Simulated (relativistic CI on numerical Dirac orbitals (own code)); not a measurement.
Calculated levels, Ge XXIII

Computed by Dirac-Coulomb-Breit CI, orbitals from a KLI potential per configuration, QED by a radiative potential, unscaled Slater integrals (own radial code, finite nucleus).

Configuration list (outside the closed core 1s2): 2s²2p⁶, 2s²2p⁵3s, 2s²2p⁵3p, 2s²2p⁵3d, 2s2p⁶3s, 2s2p⁶3p, 2s2p⁶3d, 2s²2p⁵4s, 2s²2p⁵4p, 2s²2p⁵4d, 2s²2p⁵4f, 2s2p⁶4s, 2s2p⁶4p, 2s²2p⁴3s², 2s²2p⁵5s, 2s²2p⁵5p, 2s2p⁶4d, 2s²2p⁵5d, 2s2p⁶4f, 2s²2p⁵5f, 2s²2p⁵5g, 2s²2p⁴3s3p, 2s²2p⁴3p², 2s²2p⁴3s3d, 2s²2p⁴3p3d, 2s2p⁵3s², 2s2p⁵3s3p, 2s²2p⁴3d², 2s2p⁶5s, 2s2p⁶5p, 2s2p⁶5d, 2s2p⁶5f, 2s2p⁵3p², 2s2p⁶5g, 2s2p⁵3s3d, 2s2p⁵3p3d. Levels of other configurations are missing.

| No. | Configuration | Term | J | E (Ry) | % | Lifetime (s) | jj configuration (%) |
| --- | --- | --- | --- | --- | --- | --- | --- |
| 1 | 2s²2p⁶ | ¹S | 0 | 0.000 | 100 |  | closed (100) |
| 2 | 2s²2p⁵3s | ³P° | 2 | 90.770 | 100 | 5.84e-07 | 2p3/2^3 3s (100) |
| 3 | 2s²2p⁵3s | ¹P° | 1 | 90.969 | 60 | 3.27e-13 | 2p3/2^3 3s (99) |
| 4 | 2s²2p⁵3s | ³P° | 0 | 93.156 | 100 | 3.41e-06 | 2p1/2 2p3/2^4 3s (100) |
| 5 | 2s²2p⁵3s | ³P° | 1 | 93.264 | 60 | 4.65e-13 | 2p1/2 2p3/2^4 3s (99) |
| 6 | 2s²2p⁵3p | ³S | 1 | 93.911 | 65 | 1.68e-10 | 2p3/2^3 3p1/2 (82) |
| 7 | 2s²2p⁵3p | ³D | 2 | 94.158 | 54 | 9.92e-11 | 2p3/2^3 3p1/2 (100) |
| 8 | 2s²2p⁵3p | ³D | 3 | 94.603 | 100 | 8.57e-11 | 2p3/2^3 3p3/2 (100) |
| 9 | 2s²2p⁵3p | ¹P | 1 | 94.660 | 57 | 9.78e-11 | 2p3/2^3 3p3/2 (82) |
| 10 | 2s²2p⁵3p | ³P | 2 | 94.901 | 68 | 5.96e-11 | 2p3/2^3 3p3/2 (100) |
| 11 | 2s²2p⁵3p | ³P | 0 | 95.735 | 83 | 4.98e-11 | 2p3/2^3 3p3/2 (74) |
| 12 | 2s²2p⁵3p | ³D | 1 | 96.471 | 70 | 1.43e-10 | 2p1/2 2p3/2^4 3p1/2 (99) |
| 13 | 2s²2p⁵3p | ³P | 1 | 97.063 | 58 | 7.79e-11 | 2p1/2 2p3/2^4 3p3/2 (98) |
| 14 | 2s²2p⁵3p | ³D | 2 | 97.130 | 45 | 6.49e-11 | 2p1/2 2p3/2^4 3p3/2 (100) |
| 15 | 2s²2p⁵3p | ¹S | 0 | 98.035 | 83 | 2.55e-11 | 2p1/2 2p3/2^4 3p1/2 (74) |
| 16 | 2s²2p⁵3d | ³P° | 0 | 98.642 | 100 | 5.46e-11 | 2p3/2^3 3d3/2 (100) |
| 17 | 2s²2p⁵3d | ³P° | 1 | 98.771 | 87 | 4.00e-12 | 2p3/2^3 3d3/2 (79) |
| 18 | 2s²2p⁵3d | ³F° | 4 | 98.992 | 100 | 6.36e-11 | 2p3/2^3 3d5/2 (100) |
| 19 | 2s²2p⁵3d | ³P° | 2 | 99.010 | 61 | 5.68e-11 | 2p3/2^3 3d5/2 (68) |
| 20 | 2s²2p⁵3d | ³F° | 3 | 99.024 | 60 | 4.88e-11 | 2p3/2^3 3d3/2 (99) |
| 21 | 2s²2p⁵3d | ¹D° | 2 | 99.227 | 50 | 4.86e-11 | 2p3/2^3 3d3/2 (69) |
| 22 | 2s²2p⁵3d | ³D° | 3 | 99.377 | 67 | 5.60e-11 | 2p3/2^3 3d5/2 (100) |
| 23 | 2s²2p⁵3d | ³D° | 1 | 100.016 | 58 | 3.12e-14 | 2p3/2^3 3d5/2 (70) |
| 24 | 2s²2p⁵3d | ³F° | 2 | 101.386 | 69 | 4.76e-11 | 2p1/2 2p3/2^4 3d3/2 (99) |
| 25 | 2s²2p⁵3d | ³D° | 2 | 101.513 | 44 | 5.83e-11 | 2p1/2 2p3/2^4 3d5/2 (98) |
| 26 | 2s²2p⁵3d | ³F° | 3 | 101.595 | 38 | 5.94e-11 | 2p1/2 2p3/2^4 3d5/2 (99) |
| 27 | 2s²2p⁵3d | ¹P° | 1 | 102.218 | 63 | 1.67e-14 | 2p1/2 2p3/2^4 3d3/2 (90) |
| 28 | 2s2p⁶3s | ³S | 1 | 104.940 | 99 | 4.22e-12 | 2s 3s (99) |
| 29 | 2s2p⁶3s | ¹S | 0 | 105.595 | 100 | 6.11e-12 | 2s 3s (100) |
| 30 | 2s2p⁶3p | ³P° | 0 | 108.245 | 99 | 4.56e-12 | 2s 3p1/2 (99) |
| 31 | 2s2p⁶3p | ³P° | 1 | 108.303 | 81 | 4.04e-13 | 2s 3p1/2 (96) |
| 32 | 2s2p⁶3p | ³P° | 2 | 108.811 | 99 | 4.43e-12 | 2s 3p3/2 (99) |
| 33 | 2s2p⁶3p | ¹P° | 1 | 108.989 | 81 | 9.95e-14 | 2s 3p3/2 (97) |
| 34 | 2s2p⁶3d | ³D | 1 | 112.975 | 100 | 5.13e-12 | 2s 3d3/2 (100) |
| 35 | 2s2p⁶3d | ³D | 2 | 113.007 | 99 | 5.00e-12 | 2s 3d3/2 (69) |
| 36 | 2s2p⁶3d | ³D | 3 | 113.075 | 100 | 4.94e-12 | 2s 3d5/2 (100) |
| 37 | 2s2p⁶3d | ¹D | 2 | 113.579 | 99 | 3.83e-12 | 2s 3d5/2 (69) |
| 38 | 2s²2p⁵4s | ³P° | 2 | 122.821 | 100 | 9.39e-13 | 2p3/2^3 4s (100) |
| 39 | 2s²2p⁵4s | ¹P° | 1 | 122.889 | 65 | 4.69e-13 | 2p3/2^3 4s (100) |
| 40 | 2s²2p⁵4p | ³S | 1 | 124.126 | 56 | 9.07e-13 | 2p3/2^3 4p1/2 (88) |
| 41 | 2s²2p⁵4p | ³D | 2 | 124.192 | 52 | 8.88e-13 | 2p3/2^3 4p1/2 (100) |
| 42 | 2s²2p⁵4p | ³D | 3 | 124.374 | 100 | 9.57e-13 | 2p3/2^3 4p3/2 (100) |
| 43 | 2s²2p⁵4p | ¹P | 1 | 124.399 | 63 | 9.24e-13 | 2p3/2^3 4p3/2 (88) |
| 44 | 2s²2p⁵4p | ³P | 2 | 124.480 | 68 | 9.82e-13 | 2p3/2^3 4p3/2 (100) |
| 45 | 2s²2p⁵4p | ³P | 0 | 124.918 | 51 | 1.06e-12 | 2p3/2^3 4p3/2 (97) |
| 46 | 2s²2p⁵4s | ³P° | 0 | 125.215 | 100 | 9.37e-13 | 2p1/2 2p3/2^4 4s (100) |
| 47 | 2s²2p⁵4s | ³P° | 1 | 125.245 | 64 | 4.93e-13 | 2p1/2 2p3/2^4 4s (99) |
| 48 | 2s²2p⁵4d | ³P° | 0 | 125.882 | 100 | 5.09e-13 | 2p3/2^3 4d3/2 (100) |
| 49 | 2s²2p⁵4d | ³P° | 1 | 125.935 | 82 | 4.87e-13 | 2p3/2^3 4d3/2 (83) |
| 50 | 2s²2p⁵4d | ³F° | 4 | 126.009 | 100 | 5.11e-13 | 2p3/2^3 4d5/2 (100) |
| 51 | 2s²2p⁵4d | ³F° | 3 | 126.015 | 57 | 5.17e-13 | 2p3/2^3 4d3/2 (100) |
| 52 | 2s²2p⁵4d | ³P° | 2 | 126.025 | 51 | 5.14e-13 | 2p3/2^3 4d5/2 (60) |
| 53 | 2s²2p⁵4d | ¹D° | 2 | 126.090 | 58 | 5.19e-13 | 2p3/2^3 4d3/2 (60) |
| 54 | 2s²2p⁵4d | ³D° | 3 | 126.148 | 68 | 5.19e-13 | 2p3/2^3 4d5/2 (100) |
| 55 | 2s²2p⁵4d | ¹P° | 1 | 126.448 | 55 | 4.57e-14 | 2p3/2^3 4d5/2 (82) |
| 56 | 2s²2p⁵4p | ³D | 1 | 126.556 | 73 | 8.67e-13 | 2p1/2 2p3/2^4 4p1/2 (100) |
| 57 | 2s²2p⁵4p | ³P | 1 | 126.790 | 53 | 9.47e-13 | 2p1/2 2p3/2^4 4p3/2 (99) |
| 58 | 2s²2p⁵4p | ³D | 2 | 126.815 | 47 | 8.83e-13 | 2p1/2 2p3/2^4 4p3/2 (97) |
| 59 | 2s²2p⁵4f | ³D | 1 | 126.844 | 99 | 2.31e-13 | 2p3/2^3 4f5/2 (99) |
| 60 | 2s²2p⁵4f | ¹G | 4 | 126.856 | 50 | 2.41e-13 | 2p3/2^3 4f5/2 (98) |
| 61 | 2s²2p⁵4f | ³D | 2 | 126.868 | 76 | 2.38e-13 | 2p3/2^3 4f7/2 (58) |
| 62 | 2s²2p⁵4f | ³G | 5 | 126.868 | 100 | 2.41e-13 | 2p3/2^3 4f7/2 (100) |
| 63 | 2s²2p⁵4f | ³F | 3 | 126.911 | 58 | 2.36e-13 | 2p3/2^3 4f5/2 (53) |
| 64 | 2s²2p⁵4f | ¹D | 2 | 126.916 | 53 | 2.44e-13 | 2p3/2^3 4f5/2 (59) |
| 65 | 2s²2p⁵4f | ¹F | 3 | 126.923 | 64 | 2.39e-13 | 2p3/2^3 4f7/2 (53) |
| 66 | 2s²2p⁵4f | ³F | 4 | 126.938 | 73 | 2.41e-13 | 2p3/2^3 4f7/2 (98) |
| 67 | 2s²2p⁵4p | ¹S | 0 | 126.962 | 50 | 9.81e-13 | 2p1/2 2p3/2^4 4p1/2 (97) |
| 68 | 2s²2p⁵4d | ³F° | 2 | 128.393 | 73 | 5.17e-13 | 2p1/2 2p3/2^4 4d3/2 (100) |
| 69 | 2s²2p⁵4d | ³P° | 2 | 128.444 | 44 | 5.13e-13 | 2p1/2 2p3/2^4 4d5/2 (100) |
| 70 | 2s²2p⁵4d | ³F° | 3 | 128.479 | 42 | 5.15e-13 | 2p1/2 2p3/2^4 4d5/2 (100) |

Energies count from the lowest computed level; ° marks odd parity; lifetimes are radiative, by E1, M1, E2, M2 decay to levels of this space only. Filled j subshells are mostly left out of the jj labels.

The mean weight of the leading LS term, summed over parents, in these 70 levels is 73 %, and that of the leading jj configuration (from the same eigenvectors) 91 %, so jj coupling describes them better and the LS labels are nominal.

At this charge energies of transitions that change n are usually good to better than 1 %, and those within a shell (Δn = 0) to a few per cent.

LS names give the leading component of a level, which can be under half, so a name can repeat, a term be missing and a line seem to break the LS rules.
